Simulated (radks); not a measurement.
Hf28+, configuration [Kr] 4d8.

Method: Dirac Kohn-Sham, relativistic LDA (MacDonald-Vosko exchange, VWN5 correlation), spin-unpolarised, spherical densities, finite nucleus; open shells fill j = l - 1/2 first; Fermi nuclear charge, rms radius 5.347 fm; computed with a radial shooting solver on a logarithmic mesh with Libxc functionals.

Energy parts (hartree):
part                       energy
total                 -14683.8129
kinetic                16405.4687
electron-nucleus      -34893.1049
Hartree                 4036.2612
exchange-correlation    -232.4380

Orbitals (lengths in bohr, moments of r in powers of bohr; r(90%) holds 90 % of the orbital's charge):
orbital  occ.  eigenvalue (hartree)  r(90%)      <r^2>       <r^4>
1s1/2       2             -2414.818  0.0347  0.0004995   6.736e-07
2s1/2       2             -443.3256   0.125   0.007644   0.0001018
2p1/2       2             -425.4265   0.110   0.005472  0.00006151
2p3/2       4             -382.2067   0.120   0.006676  0.00008735
3s1/2       2             -128.9416   0.306    0.04959    0.003699
3p1/2       2             -120.9812   0.297    0.04553    0.003266
3p3/2       4             -111.6201   0.316    0.05196    0.004206
3d3/2       4             -98.08080   0.288    0.04035    0.002857
3d5/2       6             -96.02993   0.294    0.04211    0.003085
4s1/2       2             -51.51783   0.624     0.2171     0.06623
4p1/2       2             -48.16432   0.631     0.2183     0.06820
4p3/2       4             -45.53955   0.663     0.2421     0.08337
4d3/2       4             -39.98996   0.671     0.2405     0.08581
4d5/2       4             -39.44500   0.680     0.2475     0.09067

The highest occupied level is 4d5/2 at -1073.4 eV. Summed over all electrons, <r^2> = 4.657 bohr^2, which gives a Langevin (diamagnetic) susceptibility term of -3.69 x 10^-6 cm^3/mol. The electron density at the nucleus is 1.192e+06 e/bohr^3. For comparison, the ionisation energy in NIST's Atomic Spectra Database is 1094 eV (theoretical). In exact Kohn-Sham theory the highest level is minus the ionisation energy, but local and semilocal functionals leave it too shallow, through self-interaction and a potential that decays too fast; potentials with the right tail come closer. The density falls to 0.001 e/bohr^3 at r = 1.25 bohr.

Beside tabulated values, note that spin-unpolarised runs miss the spin-polarisation part of the exchange energy of open shells.
